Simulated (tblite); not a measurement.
Input of a run (GFN2-xTB geometry optimisation, gas phase (tblite 0.8.0)), started from a force field or distance geometry:
```
{"job": {"kind": "relax", "xc": "GFN2-xTB", "basis": "xTB"}, "charge": 0, "multiplicity": 2}
C      2.343900    -0.407000    -0.093100
C      1.035600    -0.269300    -0.344200
C     -0.043500    -1.207700    -0.772300
C     -1.020300    -0.164600    -0.245800
C     -1.550300    -0.496900     1.143200
O     -2.433300     0.505200     1.546500
C      0.082300     0.832900    -0.288200
C      0.162900     2.156700    -0.277800
H      2.915500     0.454400     0.225800
H      2.856500    -1.340400    -0.190400
H     -0.014400    -2.141400    -0.221100
H     -0.097300    -1.266100    -1.873400
H     -1.816500     0.068000    -0.967500
H     -2.090900    -1.475600     1.008300
H     -0.775800    -0.655900     1.889600
H     -0.700300     2.805600    -0.226700
H      1.138800     2.614100    -0.322800
```

Output (eV, eV/Å):
```
step      E/eV     max force
  0    -638.46339    2.976
  1    -638.68062    1.358
  2    -638.72834    1.172
  3    -638.76875    0.505
  4    -638.79906    0.346
  5    -638.80954    0.294
  6    -638.82321    0.230
  7    -638.82823    0.182
  8    -638.83095    0.142
  9    -638.83245    0.103
 10    -638.83401    0.108
 11    -638.83548    0.107
 12    -638.83720    0.119
 13    -638.83893    0.097
 14    -638.84062    0.098
 15    -638.84220    0.095
 16    -638.84384    0.124
 17    -638.84558    0.102
 18    -638.84744    0.120
 19    -638.84936    0.098
 20    -638.85130    0.114
 21    -638.85335    0.124
 22    -638.85558    0.120
 23    -638.85781    0.118
 24    -638.85995    0.119
 25    -638.86228    0.100
 26    -638.86505    0.136
 27    -638.86814    0.148
 28    -638.87120    0.125
 29    -638.87406    0.126
 30    -638.87703    0.126
 31    -638.88019    0.137
 32    -638.88288    0.108
 33    -638.88476    0.103
 34    -638.88634    0.113
 35    -638.88824    0.120
 36    -638.89060    0.148
 37    -638.89287    0.123
 38    -638.89438    0.087
 39    -638.89523    0.177
 40    -638.89656    0.103
 41    -638.89844    0.093
 42    -638.90062    0.114
 43    -638.90216    0.094
 44    -638.90345    0.076
 45    -638.90465    0.072
 46    -638.90605    0.090
 47    -638.90751    0.087
 48    -638.90888    0.106
 49    -638.91013    0.114
 50    -638.91136    0.129
 51    -638.91279    0.100
 52    -638.91454    0.097
 53    -638.91583    0.089
 54    -638.91688    0.061
 55    -638.91761    0.093
 56    -638.91819    0.061
 57    -638.91877    0.067
 58    -638.91922    0.052
 59    -638.91953    0.045
 60    -638.91983    0.042
 61    -638.92025    0.046
 62    -638.92083    0.064
 63    -638.92148    0.055
 64    -638.92198    0.057
 65    -638.92231    0.047
 66    -638.92257    0.039
 67    -638.92280    0.041
 68    -638.92301    0.042
 69    -638.92318    0.039
 70    -638.92328    0.029
 71    -638.92337    0.027
 72    -638.92345    0.025
 73    -638.92352    0.028
 74    -638.92356    0.016
 75    -638.92358    0.008
```

Question: Summarise the run.

Answer: The energy falls by 44.4 kJ/mol over 75 L-BFGS steps, the largest force on an atom goes from 2.98 to 0.008 eV/Å, and the atoms move by 0.494 Å rms after alignment. The bond that changes most is C5–O6 (ends: carbon bonded to C, O and 2 H; oxygen bonded to C), which shortens by 0.090 Å. Bonds longer at the end by more than 0.005 Å: 7 of 17; shorter: 6. Among the angles that change most is H11–C3–H12, from 117.6° to 109.0°. Among the dihedrals that turn most is C1–C2–C3–H12, from -89° to -59°. The energy never rose by more than 1e-5 eV on the way. The first step brought 47 % of the lowering.

Question: What are the final bond lengths?

Answer: C1=C2 1.323 Å, C2–C3 1.511 Å, C3–C4 1.540 Å, C4–C5 1.571 Å, C5–O6 1.305 Å, C4–C7 1.506 Å, C7=C8 1.324 Å, C2–C7 1.464 Å, C1–H9 1.076 Å, C1–H10 1.077 Å, C3–H11 1.090 Å, C3–H12 1.089 Å, C4–H13 1.089 Å, C5–H14 1.115 Å, C5–H15 1.112 Å, C8–H16 1.079 Å, C8–H17 1.077 Å. Numbering counts from 1 in the input's order; the species is `C=C1C[C@@H](C[O])C1=C` [radical].

Its GFN2-xTB frequencies are all real (lowest 56 cm⁻¹). 2 starts were optimised and ended at 0.00 and 0.79 kcal/mol (GFN2-xTB); the lowest of these is shown.

One conformer stands for the species.

These are computed values.
